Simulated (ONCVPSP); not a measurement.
## Before and after: ONCV potential for Hg (Z = 80)

| Property | Result |
| --- | --- |
| Element | mercury (Hg) |
| Generator | ONCVPSP 4.0.1 |
| Type | optimised norm-conserving Vanderbilt (ONCV) |
| Functional | LDA (Perdew-Wang 92) |
| Relativity | scalar-relativistic |
| Frozen core | [Kr] 4d10 4f14 |
| Valence charge | 20 |
| Reference configuration | 5s2 5p6 5d10 6s1.5 (charge +0.5) |
| Partial waves | 5s+6s: rc 1.35 bohr, ncon 5, nbas 10, qcut 8.9 1/bohr, 2 projectors; 5p: rc 1.60 bohr, ncon 4, nbas 8, qcut 10.3 1/bohr, 1 projector; 5d: rc 2.00 bohr, ncon 5, nbas 9, qcut 9.1 1/bohr, 2 projectors, debl 1.3 Ha |
| Local potential | polynomial inside 1.15 bohr (lpopt 5, dvloc0 6 Ha) |
| Core correction | Teter function, fcfact 3, rcfact 1.3 |

All-electron outer shells of the reference configuration (LDA (PZ), scalar-relativistic, ld1.x):

```json
{"shell": "5s", "level (eV)": "-122.98", "outermost node (bohr)": "0.47", "outermost maximum (bohr)": "0.82"}
{"shell": "4f", "level (eV)": "-100.74", "outermost node (bohr)": "–", "outermost maximum (bohr)": "0.37"}
{"shell": "5p", "level (eV)": "-71.19", "outermost node (bohr)": "0.51", "outermost maximum (bohr)": "0.92"}
{"shell": "5d", "level (eV)": "-14.45", "outermost node (bohr)": "0.55", "outermost maximum (bohr)": "1.17"}
{"shell": "6s", "level (eV)": "-11.02", "outermost node (bohr)": "1.08", "outermost maximum (bohr)": "2.16"}
```

Change: d: rc 2.48.

Cutoffs: the cutoffs (Ha) at which the residual kinetic energy of the hardest occupied pseudo-wave falls to 1 and 0.1 mHa per electron; they do not see the model core or the augmentation charge, which bear on the density cutoff. Errors are all-electron minus pseudo energies relative to the spin-unpolarised reference configuration.

Q: What does the change do?

A: The potential gets neither clearly harder nor softer (34 Ha and 40 Ha → 34 Ha and 40 Ha); the s channel sets the loose cutoff, while the largest relative change is in d, which becomes softer; the errors of the 4 common tests hardly move; neither file shows a bound ghost.

| quantity | base | changed |
| --- | --- | --- |
| cutoff, loose | 34 Ha | 34 Ha |
| cutoff, tight | 40 Ha | 40 Ha |
| loose cutoff by channel | s 34 Ha, p 29 Ha, d 22 Ha | s 34 Ha, p 29 Ha, d 19 Ha |
| bound ghosts | none | none |
| GHOST(+) flags under 300 eV | none | none |
| error for 5s2 5p6 5d10 6s2, meV [ΔE -4.52 eV] | +1.4 | +1.5 |
| error for 5s2 5p6 5d10 6s1, meV [ΔE 6.52 eV] | -2.2 | -2.1 |
| error for 5s2 5p6 5d10 6s0, meV [ΔE 25.91 eV] | -9.4 | -8.8 |
| error for 5s2 5p6 5d10 6s0 6p1, meV [ΔE 14.06 eV] | +86 | +86 |
| s: phases at 1.37 bohr within 0.05 rad from the reference energy up to (Ha; the scan ends near 5) | to the end of the scan | to the end of the scan |
| p: phases at 1.62 bohr within 0.05 rad from the reference energy up to (Ha; the scan ends near 5) | 0.7 | 0.7 |
| rms error of d²Exc/dni dnj with the model core, mHa | 2.59 | 2.67 |
